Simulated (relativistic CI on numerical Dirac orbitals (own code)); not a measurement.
**Slater and spin-orbit integrals, Se XI**

Method of calculation: Dirac-Coulomb-Breit CI, orbitals from a KLI potential per configuration, model QED, unscaled Slater integrals (own radial code, finite nucleus).

Slater integrals F^k, G^k are unscaled and averaged over j, outside the closed core [Ne]; ζ comes from projecting the Hamiltonian with its Breit term on Σ l·s of the shell.

- 3s2 3p6 3d6: F^2(3d,3d) = 183230, F^4(3d,3d) = 116570, ζ(3d) = 3332.3 cm⁻¹; <r>(3d) = 0.5382, <r^2>(3d) = 0.3454 (bohr units).
- 3s2 3p5 3d7: ζ(3p) = 35060, F^2(3d,3d) = 182720, F^4(3d,3d) = 116230, F^2(3p,3d) = 175930, G^1(3p,3d) = 207540, G^3(3p,3d) = 131510, ζ(3d) = 3258.4 cm⁻¹; <r>(3p) = 0.5531, <r^2>(3p) = 0.3549, <r>(3d) = 0.5395, <r^2>(3d) = 0.3472 (bohr units).
- 3s2 3p4 3d8: F^2(3p,3p) = 180350, ζ(3p) = 35108, F^2(3d,3d) = 182180, F^4(3d,3d) = 115860, F^2(3p,3d) = 175640, G^1(3p,3d) = 207370, G^3(3p,3d) = 131330, ζ(3d) = 3186.2 cm⁻¹; <r>(3p) = 0.5537, <r^2>(3p) = 0.3557, <r>(3d) = 0.5408, <r^2>(3d) = 0.3491 (bohr units).

Q: Give the Racah parameters of the d shell in 3s2 3p6 3d6.

A: B = F²/49 − 5F⁴/441 = 2418 cm⁻¹ and C = 35F⁴/441 = 9252 cm⁻¹.

Averages of the first 10 configurations, taken without configuration mixing, which lowers the lowest level and can move excited configurations by several eV; other configurations of the list can lie among them:

| Configuration | Parity | States | Average energy above the lowest level (eV) |
| --- | --- | --- | --- |
| 3s2 3p6 3d6 | even | 210 | 10.0 |
| 3s2 3p5 3d7 | odd | 720 | 118.0 |
| 3s2 3p4 3d8 | even | 675 | 228.4 |
| 3s 3p6 3d7 | even | 240 | 187.4 |
| 3s2 3p6 3d5 4s | even | 504 | 122.1 |
| 3s2 3p6 3d5 4p | odd | 1512 | 142.2 |
| 3p6 3d8 | even | 45 | 368.2 |
| 3s2 3p6 3d5 4d | even | 2520 | 173.2 |
| 3s2 3p6 3d4 4s2 | even | 210 | 246.6 |
| 3s2 3p6 3d4 4s 4p | odd | 2520 | 264.9 |
